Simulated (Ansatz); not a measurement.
```yaml
crystal:
  periodic: [false, false, false]
  atoms:
    - {symbol: O, position_ang: [-0.118207, 1.665030, -0.840646]}
    - {symbol: C, position_ang: [0.517935, 1.185419, 0.237716]}
    - {symbol: C, position_ang: [0.492766, -0.076507, 0.700984]}
    - {symbol: Al, position_ang: [-0.499375, -1.487313, -0.127649]}
    - {symbol: H, position_ang: [-0.621216, 0.951695, -1.261743]}
    - {symbol: H, position_ang: [1.083706, 1.984972, 0.712333]}
    - {symbol: H, position_ang: [1.090077, -0.229629, 1.595990]}
    - {symbol: H, position_ang: [-1.316565, -1.062935, -1.437404]}
    - {symbol: H, position_ang: [-0.540521, -2.976832, 0.403319]}
basis:
  gaussian: {orbitals: def2-TZVPD, point_charges: [{charge: 1.00, position_ang: [5.996, -0.123, 0.890]}]}
hamiltonian: {xc: {name: HF}}
correlation: {method: mp2, frozen_orbitals: {O: 9}}
output: {forces: true}
```

```sh
$ ansatz run in.yaml --threads 2 --pin off --events-out ev --progress --plain --max-ram 4352MiB
```

Output, abridged:

```
Functional definition: HF
Error: "frozen_orbitals" has no count for C
```

Question: Something in this input is off. What?

Answer: Frozen orbitals are typed for one element alone, and the program wants a count for each. The program refused the input.
